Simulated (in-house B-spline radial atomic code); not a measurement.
Settings and results of a run for the nickel ion Ni²⁺. Method: non-relativistic r2SCAN, spin-polarised, spherical fractional occupations, point nucleus, inside a hard spherical wall at 3.36 bohr. Calculated with an all-electron radial atomic-structure program (B-spline basis).

Command:
```bash
python run_scf.py task.json out
```
Settings:
```
Z                28
configuration    [Ne] 3s2 3p5 3d9
hamiltonian      nr
method           r2scan
spin_polarised   True
wall_radius      3.36
```

Output (hartree, bohr):
```
 radial grid: 41 intervals, B-splines of order 8, outer radius 3.36 bohr

 iter        energy (Eh)    residual
    1       -1504.871129    4.84e-02
    2       -1504.874677    1.85e-03
    3       -1504.874763    1.05e-03
    4       -1504.874772    3.08e-04
    5       -1504.874773    1.95e-04
    6       -1504.874773    1.43e-04
    7       -1504.874774    1.36e-05
    8       -1504.874774    1.42e-06
    9       -1504.874774    1.05e-07

 total energy                     -1504.87477
 kinetic                            1504.1946
 electron-nucleus                  -3574.6591
 Hartree                             627.9829
 exchange-correlation                -62.3932

 orbital      occ     eigenvalue          <r>       <r^2>       <1/r>       r_max
 1s up      1.000      -300.3075    0.0548406  0.00403206     27.5088     0.03615
 1s down    1.000      -300.2785     0.054836  0.00403136     27.5106     0.03615
 2s up      1.000       -36.4773     0.247837   0.0724508     5.96808      0.2073
 2s down    1.000       -36.4386     0.247693   0.0723429     5.96973      0.2073
 2p up      3.000       -31.8896     0.216459   0.0574557     5.91315      0.1661
 2p down    3.000       -31.8413     0.216379   0.0573913     5.91377      0.1661
 3s up      1.000        -4.8730     0.748206    0.645924     1.88754      0.6467
 3s down    1.000        -4.7386     0.752077    0.653035     1.87598      0.6482
 3p up      3.000        -3.4466     0.780242    0.716783     1.75833      0.6504
 3p down    2.000        -3.3166       0.7864    0.729201     1.74514      0.6525
 3d up      5.000        -1.0830      0.91837      1.0627     1.42317        0.63
 3d down    4.000        -0.9771     0.943513     1.12637     1.39594       0.635
```

Cost of the run: 0.09 s on 1 thread of Arm Neoverse V2 (shared host).
